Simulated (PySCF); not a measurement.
Property card for `CN(C)[Si@H](F)N[SiH3]`

C2H11FN2Si2.
Z-matrix (Å and degrees, GFN2-xTB geometry), rows numbered from 1:
```
C 
N   1  1.4429
C   2  1.4429  1  112.26
Si  2  1.7111  1  121.48  3   154.30
F   4  1.6163  2  104.65  1   169.61
N   4  1.7187  2  107.46  1    50.88
Si  6  1.7308  4  126.44  2  -176.94
H   1  1.0941  2  109.76  3    60.65
H   1  1.0965  2  111.44  3   -59.11
H   1  1.0862  2  109.78  3  -179.45
H   3  1.0966  2  111.76  1    61.78
H   3  1.0933  2  109.58  1   -58.13
H   3  1.0852  2  109.60  1  -177.62
H   4  1.4553  2  120.08  1   -74.89
H   6  1.0072  4  115.10  2    23.54
H   7  1.4655  6  112.51  4   -65.45
H   7  1.4619  6  106.79  4    55.23
H   7  1.4642  6  104.71  4   174.26
```

**GFN2-xTB geometry**

* Point group of the GFN2-xTB geometry: C1
* Rotational constants A, B, C of the GFN2-xTB geometry: 3.244, 0.986, 0.798 GHz

**PBE0/pcSseg-1 ground state and GIAO shieldings, non-relativistic (PySCF)**

- Dipole moment: 2.17 D
- HOMO energy: -6.63 eV
- LUMO energy: 0.47 eV
- HOMO–LUMO gap: 7.10 eV
- Lowest Hirshfeld atomic charge: -0.33 e on N6
- Highest Hirshfeld atomic charge: +0.47 e on Si4
- 13C chemical shifts (computed TMS as zero) by class: 38.4 (C1/C3) ppm
- 1H chemical shifts (computed TMS as zero) by class: 4.80 (H14), 4.75 (H16/H17/H18), 2.63 (H8/H9/H10/H11/H12/H13), 0.53 (H15) ppm
- Isotropic shieldings of nuclei other than C and H, by class: 237 (N2), 241 (N6), 327 (F5), 381 (Si4), 409 (Si7) ppm
- Mayer bond orders between heavy atoms: C1–N2 0.95, N2–C3 0.95, N2–Si4 0.99, Si4–F5 0.91, Si4–N6 0.98, N6–Si7 0.95

Monoisotopic mass (most abundant isotopes): 138.0445 u.

The dipole matches unit charges of opposite sign 0.45 Å apart (1 e·Å = 4.8032 D). The rotational constants make it an asymmetric top with κ = (2B − A − C)/(A − C) = -0.85, nearer the prolate limit (−1). With B = h/(8π²I), that is 505.379 GHz u Å² over I, the principal moments of inertia are 155.8, 512.3 and 633.2 u Å² (most abundant isotopes); the inertial defect Ic − Ia − Ib is -34.9 u Å² (zero for a rigid planar frame, negative otherwise).

Isolated species at its GFN2-xTB geometry (one conformer only). NMR classes are plain means over equivalent atoms (diastereotopic ones count apart unless rotation or inversion swaps them), as if these changed places fast; in this geometry the members of some classes differ.

For the NMR shielding job (PBE0/pcSseg-1), time: 26 s wall. Hardware: an Arm Neoverse V2 with one thread, no GPU, shared host.
